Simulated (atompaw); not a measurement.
# Building the PAW (atompaw) potential for fluorine (F) (PBEsol, scalar-relativistic).

atompaw 4.2.0.5 input, output lines left out:

```
F 9
GGA-PBESOL scalarrelativistic loggrid 1500 logderivrange -4 5 226
2 2 0 0 0 0
2 1 5
0 0 0
c
v
v
1
1.75 1.70 1.75 0.90
y
-1.7
n
y
-0.3
n
custom rrkj gramschmidtortho besselshape
bessel
0.85
0.85
1.75
1.75
```

All-electron outer shells of the reference configuration (PBEsol, scalar-relativistic, ld1.x):

```csv
shell,level (eV),outermost node (bohr),outermost maximum (bohr)
1s,-661.16,–,0.11
2s,-29.72,0.24,0.76
2p,-11.05,–,0.71
```

What the tests gave:

```
Cutoffs needed                                           : 30 Ry and 60 Ry (the cutoffs (Ry, on a coarse ladder) from which the occupation-weighted sum of valence levels, in a spherical-Bessel basis at the reference potential, stays within 10 and 1 mRy of its value at 400 Ry)
Ghost test                                               : no extra level below or beside the all-electron valence levels (s, p, d, f tested) (spherical-Bessel basis up to 400 Ry, 20 bohr box)
Lowest eigenvalue of the overlap operator                : 0.80 (s channel)
Overlap eigenvalues printed by atompaw (projector basis) : 0.00183, 0.0423, 1.14, 7.96
Share of each valence orbital outside the PAW sphere     : 2s 7 %, 2p 14 %
```

Generation and tests took about 1.4 s on one core of a shared server CPU.
